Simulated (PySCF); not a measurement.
# Two-dimensional NMR puzzle

Compound of formula C7H8FNSi. Correlations simulated from computed shifts and the bond graph:

HSQC (one-bond C–H):
```csv
δH,δC
6.79,127.6
6.55,118.6
5.09,70.7
```

COSY cross peaks (H two or three bonds apart, from the bond graph; peaks can be absent where the dihedral angle is near 90°):
```csv
δH,δH
6.79,6.55
```

HMBC (two and three bonds, from the bond graph):
```csv
δH,δC
6.79,"127.6, 118.6"
6.55,"127.6, 118.6"
5.22,"127.6, 112.7, 92.1"
5.09,"112.7, 92.1"
```

Carbons without hydrogens: δ 112.7, 92.1.

- shieldings: GIAO PBE0/pcSseg-1
- geometry from PBE0-D3(BJ)/def2-SVP
- code: PySCF 2.14
- in vacuum, one computed conformer, averaged over atoms made equivalent by symmetry, fast rotation or ring inversion, relativity neglected

Referencing at the same level of theory: 1H and 13C against TMS.

Exchangeable hydrogens are left out of these lists.

Work out the connectivity.

Results:

SMILES C(#CCF)[SiH2]n1cccc1.

Atom-mapped SMILES (the numbers label the heavy atoms): `[F:1][CH2:2][C:3]#[C:4][SiH2:5][n:6]1[cH:7][cH:8][cH:9][cH:10]1`. Hydrogens are named by the atom that carries them.

- δC 127.6 is C7/C10, an aromatic CH next to a ring nitrogen (δH 6.79).
- δC 118.6 is C8/C9, an aromatic CH (δH 6.55).
- δC 112.7 is C3, an alkyne carbon.
- δC 92.1 is C4, an alkyne carbon.
- δC 70.7 is C2, a propargylic sp3 CH2 bonded to F (δH 5.09).
- HMBC from δH 5.22 reaches the proton-free carbons C3, C4.
- HMBC from δH 5.09 reaches the proton-free carbons C3, C4.
- COSY links 6.79–6.55.

This is the structure that produced the data.

Shifts are as computed. Against solution values, carbons near 30 ppm lie about +2 ppm off and those near 130 ppm about +5 ppm. Of 1211 compounds with measured shifts, 218 miss one by over three times the rms of a fit or turn the order of signals round; such compounds aren't used in these exercises.
